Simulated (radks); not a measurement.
Task: Coulomb parameter of the 5d shell of neutral hafnium in the model configuration [Xe] 4f14 5d3 6s1, as a second difference U = [E(n + 0.25) + E(n - 0.25) - 2 E(n)] / (0.25)^2 with all orbitals relaxed. "Bare": the charge of the atom changes with n. "Screened": the 6s shell takes up the change at fixed total charge, which measures U(5d,5d) + U(6s,6s) - 2 U(5d,6s). Method: scalar-relativistic Kohn-Sham, PBE, spin-unpolarised, spherical densities, point nucleus; computed with a radial shooting solver on a logarithmic mesh with Libxc functionals. Estimate both.

Result: U(bare) = 5.805 eV, U(screened by 6s) = 0.263 eV, against the Slater integral F0(5d,5d) = 9.357 eV with frozen orbitals. The step up makes a negative ion, whose loosely bound charge lowers the bare value.
